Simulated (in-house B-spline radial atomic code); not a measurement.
**RPA and G0W0 on r2SCAN: Kr VII (Kr6+)**

Configuration [Ar] 3d10 4s2, mean-field start r2SCAN. Computed with a B-spline radial code for spherical atoms: all electrons, scalar-relativistic (spin-free one-electron X2C), finite nucleus, each spin shell either full or empty, empty states to l = 9 with an (l + 1/2)⁻⁴ tail; G0W0 by contour deformation at full frequency.

Command:
```bash
python run_gw.py task.json out
```
Settings (radii: box in bohr, nucleus in fm):
```
Z                        36
electrons                30
configuration            [Ar] 3d10 4s2
hamiltonian              x2c
method                   r2scan
lmax                     9
rms_radius               4.1884
spin_polarised           False
box_radius               9.29
intervals                67
ion_configuration        [Ar] 3d10 4s1
```

Cost of the run: 3.2 s on 1 thread of AMD EPYC 7R13 Processor (shared host).

Energies (hartree):

```csv
term,value
mean-field total,-2780.25853
Hartree-Fock functional on these orbitals,-2778.64393
direct second order,-2.6064
second-order exchange,0.76102
SOSEX correction,0.70112
```

(1) What is the RPA correlation energy, and what remains with SOSEX?

Quasi-particle levels (eV):

```tsv
level	occupied	mean field	Σx - vxc	Σc	QP weight	G0W0
4s	yes	-102.54	-4.75	?	?	?
3d	yes	-174.93	-19.34	3.48	0.924	-190.79
4p	no	-83.99	7.67	-1.79	0.965	-78.11
```

G0W0 = mean field + (Σx - vxc) + Σc, with Σc (partial-wave tail included) taken at the quasi-particle energy. Only the outer levels were computed. Levels of low weight are left out.

(2) Where does G0W0 put 4s?

(3) What does it cost to remove one electron (to [Ar] 3d10 4s1) by differences of total energies, each species on its own start (correlation terms add to the Hartree-Fock functional)?

Results:

(1) RPA gives -2.2924 hartree (-2.08 eV per electron); RPA + SOSEX gives -1.5913, and the second-order doubles -1.8454 hartree (no singles). RPA lacks exchange-type terms and so overcorrelates at short range.

(2) At -109.81 eV, with Σc = -2.52 eV and a quasi-particle weight of 0.967. The tabulated removal energy is 109.13 ± 0.05 eV (NIST, tabulated theory); the calculation leaves out spin-orbit coupling, Breit and QED terms, and what these don't explain is the method's own error.

(3) r2SCAN 109.01 eV, Hartree-Fock functional 106.92 eV, + RPA 109.66 eV, + RPA + SOSEX 109.02 eV, + second order 109.98 eV. Tabulated: 109.13 ± 0.05 eV (NIST, tabulated theory); the calculation leaves out spin-orbit coupling, Breit and QED terms, and what these don't explain is the method's own error.
